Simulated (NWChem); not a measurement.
Species: GeN$_{2}$H$_{5}$F; SMILES [NH2][GeH]([NH2])[F]

```xyz
9

Ge     0.0373    -0.0086    -0.2704
N      0.4825    -1.6259     0.3931
N     -1.6171     0.3657     0.3666
F      0.9962     1.3096     0.3666
H      0.3206     0.0071    -1.7803
H      0.3758    -1.7347     1.3973
H      1.3603    -2.0308     0.0839
H     -1.9165     1.3305     0.2643
H     -2.3591    -0.2618     0.0723
```
Atoms are numbered in this order, from 1.

Results from NWChem. The geometry was optimised at PBE0/def2-SVP.

For level PBE/aug-cc-pVDZ:

```yaml
highest occupied level (eV): -6.29
orbital gap (eV): 5.37
```

Task: Estimate the same quantities for level PBE/cc-pVDZ.

Result: highest occupied level (eV): -5.77
orbital gap (eV): 6.03
